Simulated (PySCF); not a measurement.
**Question.** What does the PBE0-D3(BJ)/def2-SVP structure of [TcO4]-, `[O]=[Tc-](=[O])(=[O])=[O]` look like in three dimensions? (Charge -1 and singlet state.)

**Answer.** 
```
atom  x, y, z in Å
Tc1   -0.0005    0.0000    0.0000
O2     0.0190   -0.0149    1.6985
O3     1.5945    0.0082   -0.5826
O4    -0.8093    1.3906   -0.5458
O5    -0.8038   -1.3840   -0.5701
```

Orientation and origin are arbitrary. Atoms count from 1 in this order. All 4 O–Tc bonds measure 1.698 to 1.699 Å. Tc1 (technetium bonded to 4 O) is tetrahedral (angles from 109.4° to 109.5°).

Bonds between heavy atoms (Å): Tc1–O2 1.699, Tc1–O3 1.698, Tc1–O4 1.699, Tc1–O5 1.699.

Computed with PBE0-D3(BJ)/def2-SVP geometry optimisation, gas phase, def2 core potentials past Kr in PySCF.

Point group: Td (every atom within 0.08 Å of its image). Not checked by PBE0-D3(BJ)/def2-SVP frequencies.
